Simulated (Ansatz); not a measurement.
Geometry optimisation, Ansatz, RKS B3LYP-D4/def2-SVP.

The input (input.yaml):

```yaml
crystal:
  periodic: [false, false, false]
  atoms:
    - { symbol: B, position_ang: [-0.039595, 0.252344, -0.054771] }
    - { symbol: F, position_ang: [-0.071579, 0.415669, 1.258958] }
    - { symbol: H, position_ang: [1.006804, 0.067242, -0.607741] }
    - { symbol: Cl, position_ang: [-1.534702, 0.423102, -0.950003] }
    - { symbol: Cl, position_ang: [-0.160189, -2.627536, 0.978695] }
    - { symbol: H, position_ang: [-0.201739, -1.620121, 1.851461] }
basis:
  gaussian: { orbitals: def2-SVP }
hamiltonian:
  xc: b3lyp
  dispersion: d4
relax:
  f_tol: 0.03
  max_steps: 50
```

Run as:

```bash
$ ansatz run input.yaml --threads 1 --pin off --max-ram 2048MiB --backend cpu --events-out ev --progress --plain --runs-dir out
```

Where does it end, and by what steps?

It converged. After 6 steps the energy has fallen by 0.046 eV; H6 moved furthest, 0.19 Å.

| step | energy less start (eV) | largest force component (eV/Å) | accepted |
| --- | --- | --- | --- |
| 0 | 0.0000 | 0.962 | yes |
| 1 | -0.0330 | 0.610 | yes |
| 2 | -0.0202 | 0.526 | no |
| 3 | -0.0362 | 0.549 | yes |
| 4 | -0.0447 | 0.067 | yes |
| 5 | -0.0455 | 0.114 | yes |
| 6 | -0.0458 | 0.007 | yes |

```xyz
6
Properties=species:S:1:pos:R:3
B -0.038 0.325 -0.094
F -0.070 0.491 1.218
H 1.008 0.132 -0.647
Cl -1.533 0.471 -0.991
Cl -0.178 -2.720 1.049
H -0.191 -1.788 1.942
```

Whether the end is a true minimum wasn't checked by a vibrational analysis.

Run time: 10 s on 1 thread of Intel(R) Xeon(R) 6975P-C (Granite Rapids) (shared host), peak memory 0.16 GiB.
